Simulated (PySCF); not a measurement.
# Electron correlation in N³⁺ (nitrogen, charge +3)

[He] 2s2, closed-shell 1S. All numbers are calculated (PySCF 2.14, scalar relativity by spin-free X2C-1e, in aug-cc-pCVTZ-DK with one added diffuse shell each of s, p, d, f type (8s7p5d3f, 75 functions)). Frozen: 1s2; 2 electrons correlated.

With two correlated electrons CCSD is exact within the correlated space (frozen core and kept virtual orbitals).

| level | correlation energy (mhartree) |
| --- | --- |
| CCSD | -86.35 |

Diagnostics: T1 = 0.0068, D1 = 0.0096, largest double amplitude 0.153.

A double-excitation amplitude exceeds 0.15, a sign of near-degeneracy.

Cost of the coupled-cluster step: roughly 1.7 core-seconds, for 2 correlated electrons.

Iterations:

```
CC2 = 0
CCSD nocc = 1, nmo = 74
frozen orbitals [0]
max_cycle = 100
direct = 0
conv_tol = 1e-08
conv_tol_normt = 1e-06
diis_space = 8
diis_start_cycle = 0
Init t2, MP2 energy = -51.1618117682924  E_corr(MP2) -0.0511568047420785
Init E_corr(CCSD) = -0.051156804742646
cycle = 1  E_corr(CCSD) = -0.0686318663108793  dE = -0.0174750616  norm(t1,t2) = 0.0635076
cycle = 2  E_corr(CCSD) = -0.0772766060078799  dE = -0.0086447397  norm(t1,t2) = 0.0330498
cycle = 3  E_corr(CCSD) = -0.0864744430293987  dE = -0.00919783702  norm(t1,t2) = 0.0171519
cycle = 4  E_corr(CCSD) = -0.0863062221349759  dE = 0.000168220894  norm(t1,t2) = 0.000235388
cycle = 5  E_corr(CCSD) = -0.086359103443161  dE = -5.28813082e-05  norm(t1,t2) = 7.70412e-05
cycle = 6  E_corr(CCSD) = -0.0863479760560757  dE = 1.11273871e-05  norm(t1,t2) = 2.35971e-05
cycle = 7  E_corr(CCSD) = -0.086346130667871  dE = 1.8453882e-06  norm(t1,t2) = 3.22587e-06
cycle = 8  E_corr(CCSD) = -0.0863461771939903  dE = -4.65261193e-08  norm(t1,t2) = 1.9018e-07
cycle = 9  E_corr(CCSD) = -0.0863461939831419  dE = -1.67891517e-08  norm(t1,t2) = 1.01856e-07
cycle = 10  E_corr(CCSD) = -0.0863462336445931  dE = -3.96614511e-08  norm(t1,t2) = 7.01499e-08
cycle = 11  E_corr(CCSD) = -0.0863462316467253  dE = 1.99786775e-09  norm(t1,t2) = 7.12815e-09
CCSD converged
E(CCSD) = -51.19700119519706  E_corr = -0.08634623164672531
```
